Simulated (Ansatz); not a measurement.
C$_{2}$H$_{7}$Ge, SMILES `[CH2][CH2][GeH3]` radical, 10 atoms. Total charge 0; spin multiplicity 2. Correlated methods include outer-core shells of Ge, which these sets cover unevenly. Scalar relativity is left out up to krypton. All runs use 4 threads of a server CPU on a shared host. Correlated methods freeze the cores. Open-shell runs search over several starts.

(1) Give the basis size and wall time and peak host memory of each of these runs in Ansatz. UKS ωB97M-V/def2-SVP energy; UKS revPBE-D4/def2-TZVPP energy; UKS PBE0-D4/def2-QZVPP energy; UKS BLYP-D4/def2-TZVPP energy; UKS PBE0-D4/def2-TZVP relaxation (5 steps); UHF-CCSD(T)/def2-SVP energy; UKS ωB97M-V/def2-QZVPP energy; UKS PBE0-D4/def2-TZVP frequencies; UKS r2SCAN-D4/def2-TZVPP energy and forces; UHF-CCSD(T)/def2-TZVPP energy; UKS PBE0-D4/def2-SVP energy; UKS PBE-D4/def2-TZVPP energy and forces. (An estimate is asked.)

Results:

(1) The calculation gave: Other jobs shared the machine, so times are rough.

```json
{"level": "UKS BLYP-D4/def2-TZVPP", "job": "energy", "functions": "208", "wall time": "2.7 s", "peak host memory (GiB)": "0.31"}
{"level": "UKS PBE0-D4/def2-SVP", "job": "energy", "functions": "95", "wall time": "2.8 s", "peak host memory (GiB)": "0.29"}
{"level": "UKS revPBE-D4/def2-TZVPP", "job": "energy", "functions": "208", "wall time": "2.9 s", "peak host memory (GiB)": "0.31"}
{"level": "UKS PBE-D4/def2-TZVPP", "job": "energy and forces", "functions": "208", "wall time": "3.1 s", "peak host memory (GiB)": "0.31"}
{"level": "UKS ωB97M-V/def2-SVP", "job": "energy", "functions": "95", "wall time": "6.5 s", "peak host memory (GiB)": "0.47"}
{"level": "UKS r2SCAN-D4/def2-TZVPP", "job": "energy and forces", "functions": "208", "wall time": "6.5 s", "peak host memory (GiB)": "0.36"}
{"level": "UHF-CCSD(T)/def2-SVP", "job": "energy", "functions": "95", "wall time": "11 s", "peak host memory (GiB)": "0.77"}
{"level": "UKS PBE0-D4/def2-QZVPP", "job": "energy", "functions": "413", "wall time": "14 s", "peak host memory (GiB)": "1.7"}
{"level": "UKS PBE0-D4/def2-TZVP", "job": "relaxation (5 steps)", "functions": "152", "wall time": "17 s", "peak host memory (GiB)": "0.48"}
{"level": "UKS ωB97M-V/def2-QZVPP", "job": "energy", "functions": "413", "wall time": "26 s", "peak host memory (GiB)": "2.2"}
{"level": "UKS PBE0-D4/def2-TZVP", "job": "frequencies", "functions": "152", "wall time": "2 min", "peak host memory (GiB)": "0.49"}
{"level": "UHF-CCSD(T)/def2-TZVPP", "job": "energy", "functions": "208", "wall time": "2.9 min", "peak host memory (GiB)": "7.6"}
```
